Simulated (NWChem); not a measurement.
C$_{2}$H$_{8}$Si$_{2}$; SMILES C=C([SiH3])[SiH3]

All runs: NWChem. Medium grid unless said otherwise, to which SCAN and Minnesota functionals are sensitive. Structure relaxed at the PBE0/def2-SVP level. B3LYP is NWChem's, with the RPA form of VWN correlation.

Question: Order these by “orbital gap (eV)”, lowest first: TPSS/def2-SVP; B3LYP/def2-SVP; CAM-B3LYP/def2-SVP; PW6B95/def2-SVP; LRC-wPBEh/def2-SVP.

Answer: TPSS/def2-SVP (5.39), B3LYP/def2-SVP (6.86), PW6B95/def2-SVP (7.45), CAM-B3LYP/def2-SVP (9.81), LRC-wPBEh/def2-SVP (10.85)
